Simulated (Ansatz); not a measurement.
Wavefunction ladder for C2H3BF2O, SMILES `C=C(F)B(O)F`

```xyz
9

C    -0.3769    1.5784    0.2659
C    -0.2459    0.2919    0.5580
F    -0.5908   -0.1496    1.7819
B     0.2910   -0.7918   -0.4271
O     0.3911   -2.0784   -0.0493
F     0.6506   -0.4152   -1.6569
H    -0.7557    2.2931    0.9868
H    -0.0978    1.9254   -0.7197
H     0.7344   -2.6537   -0.7396
```

The species carries charge 0 and has multiplicity 1. All single points use the PBE0-D4/def2-TZVP geometry. It is one conformer, not always the lowest. Frozen core, restricted reference, Ansatz. CBS rows extrapolate triple and quadruple zeta; past MP2 they add the triple-zeta difference.

| basis | HF (Eh) | MP2 corr. | CCSD corr. | (T) | CCSD(T) total |
| --- | --- | --- | --- | --- | --- |
| def2-TZVPP | ? | ? | -1.15774 | -0.04256 | ? |
| def2-QZVPP | -376.19281 | -1.23249 | – | – | – |
| CBS(def2) | ? | -1.30279 | ? | as TZ | ? |

(1) Fill in the withheld values. (Estimate.)

Answers

(1) Ansatz gave: def2-TZVPP HF (Eh): -376.17609; def2-TZVPP MP2 corr.: -1.13758; def2-TZVPP CCSD(T) total: -377.37639; CBS(def2) HF (Eh): -376.19512; CBS(def2) CCSD corr.: -1.32295; CBS(def2) CCSD(T) total: -377.56063.
